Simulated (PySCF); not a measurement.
Compound: C₇H₁₀NOP.
Structure used (GFN2-xTB), in Å, numbered top down from 1:
```
atom  x, y, z in Å
C1     2.972   -1.415   -0.339
C2     1.731   -1.115    0.024
C3     1.240    0.238    0.173
P4     2.273    1.679    0.365
C5     0.851    2.581    0.610
O6    -0.306    1.898    0.531
C7    -0.087    0.595    0.283
N8    -1.191   -0.231    0.196
C9    -1.351   -1.005   -1.022
C10   -2.436    0.336    0.669
H11    3.316   -2.432   -0.411
H12    3.684   -0.640   -0.576
H13    1.023   -1.897    0.266
H14    0.744    3.628    0.829
H15   -1.892   -0.434   -1.788
H16   -1.918   -1.908   -0.794
H17   -0.380   -1.283   -1.419
H18   -2.847    1.084   -0.020
H19   -2.273    0.804    1.638
H20   -3.158   -0.472    0.782
```

Computed at PBE0/pcSseg-1 (PySCF, non-relativistic), with Q(17O) = −0.0256 b, Q(14N) = 0.02044 b: O6, 17O (I = 5/2): χzz = -8.916 MHz, η = 0.063; N8, 14N (I = 1): χzz = -5.998 MHz, η = 0.072.

Problem. Where would the pure quadrupole (NQR) lines of 17O at O6 fall for the rigid, isolated species?

Solution. From the eigenvalues of H = χ/[4I(2I − 1)] × [3Iz² − I(I + 1) + η(Ix² − Iy²)], steps between neighbouring levels, labelled as for η = 0: ±1/2↔±3/2 1.343 MHz, ±3/2↔±5/2 2.673 MHz (furan-type oxygen).

Problem. Where would the pure quadrupole (NQR) lines of 14N at N8 fall for the rigid, isolated species?

Solution. From ν± = (3/4)|χ|(1 ± η/3) and ν0 = |χ|η/2: ν+ 4.606 MHz, ν− 4.391 MHz, ν0 0.216 MHz (aniline-type nitrogen).

In a crystal, neighbours and librations shift these lines. GFN2-xTB bond lengths can be off by several hundredths of an ångström, more for odd bonds, and the gradients follow them. These gradients aren't converged with respect to the basis.

One conformer stands for the species.
